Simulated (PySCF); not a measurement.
C₂H₅Te, SMILES [CH2][Te]C (connectivity only; charge and spin as stated), charge +1, multiplicity 1.

The structure is a stationary point at B3LYP-D3(BJ)/def2-SVP. The multiplicity is an assumed one; other spin states were not compared. The isomer is the one that the SMILES or the coordinates give; other isomers of the formula were not compared. The def2 effective core potentials stand for the cores of Te; spin–orbit coupling is left out.

The numbers are results of TDA-ωB97X/def2-SVPD (PySCF), not measurements.

Vertical excitations. Isolated molecule, no solvent. State labels are in the subgroup Cs.

| state | symmetry | energy (eV) | λ (nm) | f | main pairs |
|---|---|---|---|---|---|
| S1 | A" | 4.48 | 277 | 0.007 | HOMO−1→LUMO 98 % |
| S2 | A' | 5.24 | 237 | 0.266 | HOMO→LUMO 86 % |
| S3 | A" | 5.68 | 218 | 0.003 | HOMO−2→LUMO 87 % |
| S4 | A" | 6.29 | 197 | 0.001 | HOMO→LUMO+1 93 % |
| S5 | A" | 7.67 | 162 | 0.002 | HOMO−5→LUMO 53 %, HOMO−4→LUMO 37 % |
| S6 | A" | 7.70 | 161 | 0.020 | HOMO→LUMO+2 82 % |
| S7 | A' | 8.03 | 154 | 0.265 | HOMO−1→LUMO+1 74 % |
| S8 | A' | 8.33 | 149 | 0.005 | HOMO−3→LUMO 77 %, HOMO−1→LUMO+2 19 % |
| S9 | A" | 8.42 | 147 | 0.000 | HOMO−4→LUMO 54 %, HOMO−5→LUMO 40 % |
| S10 | A' | 8.78 | 141 | 0.196 | HOMO−1→LUMO+2 54 %, HOMO−2→LUMO+1 20 %, HOMO−3→LUMO 10 % |
| T1 | A' | 1.86 | 665 | 0 | HOMO→LUMO 98 % |
| T2 | A" | 3.88 | 320 | 0 | HOMO−1→LUMO 92 % |
| T3 | A" | 5.16 | 240 | 0 | HOMO−2→LUMO 82 % |
| T4 | A" | 5.93 | 209 | 0 | HOMO→LUMO+1 91 % |
Triplets are in the Tamm–Dancoff approximation.
